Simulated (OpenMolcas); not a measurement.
**Multiplet structure of Ne2+**

```
Program             : OpenMolcas
Method              : RASSCF
Basis               : ANO-RCC-VTZP [4s3p2d1f]
Scalar Hamiltonian  : DKH2, point nucleus
Active space        : 6 electrons in 9 orbitals (RAS2 2s 2p; RAS3 3d, at most 2 electrons)
State averaging     : 2S+1 = 3 even, 3 roots; 2S+1 = 1 even, 6 roots; 2S+1 = 3 odd, 3 roots; 2S+1 = 1 odd, 3 roots
Spin-orbit coupling : state interaction with AMFI integrals over the reference wave functions, term energies averaged over their components
```

Spin-free terms above the lowest, with the occupations of the reference:

```csv
Configuration,Term,E (cm-1),Occupations
2s2 2p4,3P,0.0,2s 1.99 2p 3.99 3d 0.01
2s2 2p4,1D,26921,2s 1.99 2p 3.99 3d 0.01
2s2 2p4,1S,57555,2s 1.93 2p 4.06 3d 0.01
2s 2p5,3P*,207392,2s 1.01 2p 4.96 3d 0.03
2s 2p5,1P*,298163,2s 1.01 2p 4.95 3d 0.04
```

With spin-orbit coupling, above the lowest level:

```csv
Configuration,Term,J,E (cm-1),Measured (cm-1),g,Term weight %
2s2 2p4,3P,2,0.0,0.0,1.501,100
2s2 2p4,3P,1,597,650,1.501,100
2s2 2p4,3P,0,881,927,,100
2s2 2p4,1D,2,27230,25841,1.000,100
2s2 2p4,1S,0,57869,55747,,100
2s 2p5,3P*,2,207405,,1.501,100
2s 2p5,3P*,1,207980,204879,1.501,100
2s 2p5,3P*,0,208270,205204,,100
2s 2p5,1P*,1,298467,,1.000,100
```

Against the 6 measured excited levels shown (Moore, Atomic Energy Levels, vol. I, NSRDS-NBS 35 (1971 reprint of NBS Circular 467, 1949)) the mean absolute deviation is 1600 cm-1; the largest miss in energy is 2s 2p5 3P* 1: computed 207980, measured 204879 cm-1 (+1.5 %), and the largest in proportion 2s2 2p4 3P1 (-8.1 %).

Spin-orbit coupling puts the lowest level 302 cm-1 below the lowest spin-free term.

For 3P the intervals divided by the larger J are -283.8, -298.7 cm-1. Landé's interval rule makes them equal in pure LS coupling; they differ by 5 % of their mean. The multiplet is inverted.

Active for correlation alone: 3d; no level in the range computed is led by a configuration that fills it, so any true level of that kind is missing. Measured partners are found by configuration, term and J. A level has none where our copy of the source lacks it or the pairing is in doubt (some pairs that miss far off the trend of their configuration count as doubtful), and it then counts in no deviation. Only configurations of the active space appear. The first state left out of the spin-orbit step lies near 520000 cm-1 above the lowest spin-free state of the reference (among the parities and spins computed), and the list stops at four fifths of that energy or lower.

The term weight is that of the spin-free term in the level, not the purity of its configuration. * marks odd parity.
